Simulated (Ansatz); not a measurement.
FGeH$_{3}$Se$_{3}$ (`[F][Ge]([SeH])([SeH])[SeH]`) at its PBE0-D4/def2-TZVP geometry, where that method's forces vanish. Total charge 0; spin multiplicity 1.

```xyz
8

F     2.0893   -0.0400   -0.0995
Ge    0.3648   -0.1262    0.1137
Se   -0.1918    0.1364    2.3684
Se   -0.3222    1.6260   -1.2790
Se   -0.3393   -2.2740   -0.4787
H    -0.2448    1.5960    2.2134
H    -1.7327    1.2655   -1.0791
H     0.3766   -2.1836   -1.7592
```

Question: What forces (eV/Å) does ωB97M-V/def2-TZVPP give on these atoms in Ansatz? (An estimate is asked.)

Answer: The calculation gave: 
```
F1   0.042 -0.007  0.004
Ge2 -0.133 -0.009  0.015
Se3  0.025  0.105 -0.114
Se4 -0.068 -0.108  0.078
Se5  0.088  0.104 -0.077
H6   0.005 -0.105  0.010
H7   0.093  0.022 -0.011
H8  -0.052 -0.002  0.093
```
